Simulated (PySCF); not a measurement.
## Molecular orbitals of NaGe

TPSSh at R = 2.750 Å; basis Na def2-SVPD, Ge def2-SVPD; no relativity; PySCF 2.14. State: ⁴Σ⁻ (quartet), unpaired electrons σ ↑, π ↑↑. Only the outer orbitals are listed, counted within each symmetry.

```tsv
spin	orbital	occ.	ε (eV)	on Na (%)	main shells (%)
α	10σ	1	-11.23	2	98 Ge s
α	11σ	1	-4.35	28	71 Ge p, 26 Na s
α	5π	1	-3.68	9	90 Ge p
α	5π	1	-3.68	9	90 Ge p
α	12σ	0	-1.83	81	54 Na s, 27 Na p, 15 Ge p
α	6π	0	-0.24	93	92 Na p
α	6π	0	-0.24	93	92 Na p
β	10σ	1	-8.83	3	96 Ge s
β	11σ	0	-2.43	74	73 Na s, 26 Ge p
β	5π	0	-1.27	34	66 Ge p, 33 Na p
β	5π	0	-1.27	34	66 Ge p, 33 Na p
```

Task: Which are the highest filled and the lowest empty level, where do they sit, and how wide is the gap?

Result: Highest filled α 5π at -3.68 eV (in %: 90 Ge p); lowest empty β 11σ at -2.43 eV (in %: 73 Na s, 26 Ge p); the gap at TPSSh is 1.25 eV.

* bond order (Mayer): 0.82
* ⟨S²⟩: 3.751
* charge on Na (Mulliken, basis-dependent): 0.50
* charge on Na (Löwdin, basis-dependent): 0.23
* dipole moment (positive dipole means Na(−)Ge(+)): -7.07 D

Spin–orbit coupling is left out. The state was picked by a PBE0 search and need not be the measured ground state.
